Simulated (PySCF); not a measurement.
C₃H₉N, SMILES CC(C)N (connectivity only; charge and spin as stated), charge +1, multiplicity 2. Atoms are numbered in the order given.

```xyz
13

C      0.0911    -0.6965    -1.3017
C     -0.2894     0.0163     0.0000
C      0.0911    -0.6965     1.3017
N      0.0824     1.3824     0.0000
H     -0.3862    -1.6850    -1.3220
H      1.1827    -0.8354    -1.3448
H     -0.2401    -0.1402    -2.1919
H     -1.4242     0.0848     0.0000
H     -0.2401    -0.1402     2.1919
H      1.1827    -0.8354     1.3448
H     -0.3862    -1.6850     1.3220
H      0.1887     1.9099     0.8745
H      0.1887     1.9099    -0.8745
```
Charge +1, spin multiplicity 2.

The structure is a stationary point at B3LYP-D3(BJ)/def2-SVP. The spin state was assumed, not searched. Other conformers were not sampled.

Method: PBE0/pcH-1 run with PySCF.

Unrestricted Kohn–Sham, ⟨S²⟩ = 0.755. Hyperfine tensors hold the contact and dipolar terms, without spin-orbit corrections.

Computed hyperfine couplings:
```json
[
 {"nucleus": "13C no. 1", "A(iso) (MHz)": "16.2", "A(iso) (G)": "5.8", "dipolar principal values (MHz)": "-4.4, -3.8, 8.3"},
 {"nucleus": "13C no. 2", "A(iso) (MHz)": "-34.4", "A(iso) (G)": "-12.3", "dipolar principal values (MHz)": "-11.2, -6.6, 17.7"},
 {"nucleus": "13C no. 3", "A(iso) (MHz)": "16.2", "A(iso) (G)": "5.8", "dipolar principal values (MHz)": "-4.4, -3.8, 8.3"},
 {"nucleus": "14N no. 4", "A(iso) (MHz)": "37.4", "A(iso) (G)": "13.4", "dipolar principal values (MHz)": "-39.1, -39.0, 78.1"},
 {"nucleus": "1H no. 5", "A(iso) (MHz)": "-3.6", "A(iso) (G)": "-1.3", "dipolar principal values (MHz)": "-3.7, -1.7, 5.4"},
 {"nucleus": "1H no. 6", "A(iso) (MHz)": "19.0", "A(iso) (G)": "6.8", "dipolar principal values (MHz)": "-4.0, -1.1, 5.1"},
 {"nucleus": "1H no. 7", "A(iso) (MHz)": "-0.3", "A(iso) (G)": "-0.1", "dipolar principal values (MHz)": "-3.8, -3.2, 7.0"},
 {"nucleus": "1H no. 8", "A(iso) (MHz)": "386.5", "A(iso) (G)": "137.9", "dipolar principal values (MHz)": "-11.2, -4.7, 15.9"},
 {"nucleus": "1H no. 9", "A(iso) (MHz)": "-0.3", "A(iso) (G)": "-0.1", "dipolar principal values (MHz)": "-3.8, -3.2, 7.0"},
 {"nucleus": "1H no. 10", "A(iso) (MHz)": "19.0", "A(iso) (G)": "6.8", "dipolar principal values (MHz)": "-4.0, -1.1, 5.1"},
 {"nucleus": "1H no. 11", "A(iso) (MHz)": "-3.6", "A(iso) (G)": "-1.3", "dipolar principal values (MHz)": "-3.7, -1.7, 5.4"},
 {"nucleus": "1H no. 12", "A(iso) (MHz)": "-63.1", "A(iso) (G)": "-22.5", "dipolar principal values (MHz)": "-44.2, -10.5, 54.7"},
 {"nucleus": "1H no. 13", "A(iso) (MHz)": "-63.1", "A(iso) (G)": "-22.5", "dipolar principal values (MHz)": "-44.2, -10.5, 54.7"}
]
```
